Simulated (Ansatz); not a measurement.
Ansatz results at the PBE0-D4/def2-TZVP geometry: HOMO–LUMO gap (PBE0/def2-TZVPP) 8.21 eV; LUMO energy (PBE/def2-TZVPP) -0.47 eV; size of the dipole moment (B3LYP/def2-TZVPP) 1.22 D.

Each molecule was computed in one conformer, which needn't be the lowest.

Problem. Which molecule gave them?
A. `OC[CH2][SnH3]`
B. `[OH][Al]1[CH2][NH]1`
C. `[SiH3]C1=CO[SiH2]1`
D. `[CH3][SnH]([CH3])[OH]`

Solution. A. The others give `[OH][Al]1[CH2][NH]1`: 5.50, -1.72, 1.59; `[CH3][SnH]([CH3])[OH]`: 7.80, -0.66, 1.73; `[SiH3]C1=CO[SiH2]1`: 6.71, -1.50, 0.49.

B3LYP here is the variant with VWN-RPA as its local correlation; programs differ in this.
